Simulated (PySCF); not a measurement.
Molecule: SMILES OC1CCCCC1, C6H12O.

Cartesian coordinates in Å; atom numbers follow the order of the lines, from 1:
```xyz
19

O     2.434    0.761   -0.033
C     1.124    0.357    0.280
C     0.075    1.247   -0.380
C    -1.345    0.814   -0.031
C    -1.579   -0.655   -0.371
C    -0.539   -1.549    0.295
C     0.879   -1.111   -0.055
H     2.544    0.668   -0.986
H     1.039    0.480    1.376
H     0.218    1.190   -1.477
H     0.259    2.294   -0.093
H    -1.514    0.967    1.050
H    -2.077    1.454   -0.549
H    -2.596   -0.961   -0.076
H    -1.522   -0.786   -1.467
H    -0.671   -1.504    1.391
H    -0.694   -2.602    0.011
H     1.050   -1.249   -1.140
H     1.631   -1.728    0.462
```

Geometry PBE0-D3(BJ)/def2-SVP throughout; GIAO in PySCF, gas phase, one conformer, non-relativistic; equivalent atoms averaged; basis pcSseg-1.

Problem. How do the absolute shieldings σ depend on the functional? (a selection of nuclei; ppm; last column core-seconds on 1 thread of an Arm Neoverse V1, shared host; the GGAs took longer than the global hybrids here, which isn't the general rule, and the cause wasn't traced)

Solution. 
```csv
functional,kind,O1,C2,C4/C6,H9,H13/H17,H14,H12/H16,H15,H8,core-s
PBE,GGA,246.5,105.1,150.5,28.02,29.46,29.66,29.90,30.21,32.00,39
KT2,GGA,243.6,109.7,153.8,28.03,29.40,29.62,29.85,30.19,31.96,37
B97-D,GGA,248.2,105.4,149.5,28.23,29.68,29.87,30.11,30.40,32.11,37
PBE0,global hybrid,258.5,113.3,157.0,28.19,29.65,29.81,30.07,30.34,31.90,23
mPW1PW91,global hybrid,258.3,112.6,156.2,28.25,29.71,29.88,30.13,30.39,31.94,23
B97-2,global hybrid,257.6,113.0,156.0,28.30,29.76,29.92,30.17,30.43,32.00,22
BHandHLYP,global hybrid,264.6,114.6,157.1,28.46,29.90,30.03,30.31,30.54,31.89,22
CAM-B3LYP,range-separated hybrid,261.4,110.2,155.0,28.25,29.75,29.89,30.15,30.40,31.89,31
wB97X-D,range-separated hybrid,262.7,113.9,157.7,28.33,29.83,29.97,30.24,30.48,31.95,29
```

Problem. Which nucleus among those listed moves most, in ppm?

Solution. O1 (alcohol oxygen): from 243.6 ppm with KT2 to 264.6 ppm with BHandHLYP. The smallest spread is 0.22 ppm, at H8. Proton shifts span only some 12 ppm, so a few tenths of a ppm matter as much there as several ppm in carbon.
